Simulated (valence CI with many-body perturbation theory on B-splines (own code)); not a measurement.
Values are calculated unless marked as measured or tabulated.
**Level structure of Sm48+**

Level of theory: configuration interaction combined with many-body perturbation theory (CI+MBPT): four valence electrons over a frozen Dirac-Fock core [Ne], radial functions for each j: 11 s, 11 p, 9 d, 7 f, 5 g, 2 h, 1 i, with the one-electron correlation potential Σ1, the two-electron term Σ2, the three-electron term Σ3, Breit, model QED; selected CI, second order for the rest (own B-spline code, finite nucleus).

No measured spectrum was set against this ion. As an estimate, large intervals hold to a few tenths of a per cent, small ones and those within an open d or f shell to about a per cent.

Levels 46 to 64 of 64, with energies above the lowest level, (3s^2 3p1/2^2) J=0. "Leading %" is the weight of the configuration and term that name the level; weights of strongly mixed levels are sums over their largest components and can fall short. In the jj column 3d3/2^4 stands for four electrons in 3d with j = 3/2.

```csv
No.,Configuration,Term,J,E (eV),Leading %,g,Second component,Leading jj
46,3s 3p2 3d,3P,2,634.82,35,1.329,18 % 3s 3p2 3d 5D,3s 3p1/2 3p3/2 3d5/2 (90 %)
47,3s 3p2 3d,3G,5,635.19,52,1.286,47 % 3s 3p2 3d 5F,3s 3p1/2 3p3/2 3d5/2 (98 %)
48,3s 3p2 3d,3D,1,640.81,59,0.936,19 % 3s 3p2 3d 3P,3s 3p1/2 3p3/2 3d3/2 (55 %)
49,3s 3p2 3d,3F,3,643.69,43,1.236,20 % 3s 3p2 3d 5D,3s 3p1/2 3p3/2 3d5/2 (86 %)
50,3s 3p2 3d,3P,0,648.95,71,,16 % 3s2 3d2 3P,3s 3p1/2 3p3/2 3d3/2 (61 %)
51,3s 3p2 3d,3F,2,649.49,39,0.967,14 % 3s 3p2 3d 1D,3s 3p1/2 3p3/2 3d3/2 (71 %)
52,3s 3p2 3d,3D,3,652.60,60,1.283,9 % 3s 3p2 3d 3F,3s 3p1/2 3p3/2 3d5/2 (86 %)
53,3s 3p2 3d,3P,1,653.74,44,1.115,18 % 3s 3p2 3d 1P,3s 3p1/2 3p3/2 3d3/2 (52 %)
54,3s 3p2 3d,1G,4,653.96,42,1.158,35 % 3s 3p2 3d 3F,3s 3p1/2 3p3/2 3d5/2 (84 %)
55,3s 3p2 3d,1D,2,656.01,32,1.120,12 % 3s 3p2 3d 3F,3s 3p1/2 3p3/2 3d5/2 (69 %)
56,3s 3p2 3d,3D,3,663.83,36,1.183,24 % 3s 3p2 3d 3F,3s 3p1/2 3p3/2 3d5/2 (90 %)
57,3s 3p2 3d,3F,4,665.36,42,1.135,40 % 3s 3p2 3d 3G,3s 3p1/2 3p3/2 3d5/2 (90 %)
58,3s 3p2 3d,3D,1,667.75,45,0.852,24 % 3s 3p2 3d 1P,3s 3p1/2 3p3/2 3d5/2 (89 %)
59,3s 3p2 3d,3P,1,677.45,35,1.387,27 % 3s 3p2 3d 3S,3s 3p1/2 3p3/2 3d5/2 (89 %)
60,3s 3p2 3d,1F,3,678.77,35,1.082,35 % 3s 3p2 3d 3F,3s 3p1/2 3p3/2 3d5/2 (85 %)
61,3s 3p2 3d,3D,2,679.73,29,1.170,14 % 3s 3p2 3d 1D,3s 3p1/2 3p3/2 3d5/2 (80 %)
62,3s 3p2 3d,3P,0,681.78,35,,34 % 3s 3p2 3d 1S,3s 3p1/2 3p3/2 3d5/2 (71 %)
63,3s 3p2 3d,3D,2,685.95,34,1.157,26 % 3s 3p2 3d 3P,3s 3p1/2 3p3/2 3d5/2 (84 %)
64,3s2 3d2,3F,2,691.19,55,0.829,12 % 3s2 3d2 1D,3s^2 3d3/2^2 (69 %)
```
